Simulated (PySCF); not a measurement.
# [Ti(F)4] (charge 0, multiplicity 1)

The numbers are results of PBE-D3(BJ)/def2-TZVP // BP86-D3(BJ)/def2-SVP (PySCF), not measurements.

```yaml
HOMO: -10.43 eV
dipole_moment: 0.01 D
HOMO–LUMO gap: 6.33 eV
LUMO: -4.10 eV
charge on the central atom (Mulliken): 1.48 e
charge on the central atom (meta-Löwdin): 1.54 e
total_energy: -1248.7528 Ha
cost: about 50 core-seconds (a rough figure)
```

Bonds (Å): Ti1–F2 1.744, Ti1–F3 1.744, Ti1–F4 1.745, Ti1–F5 1.744. Angles (°): F2–Ti1–F3 109.5, F2–Ti1–F4 109.4, F2–Ti1–F5 109.6, F3–Ti1–F4 109.4, F3–Ti1–F5 109.2, F4–Ti1–F5 109.8.
Charge 0, spin multiplicity 1.
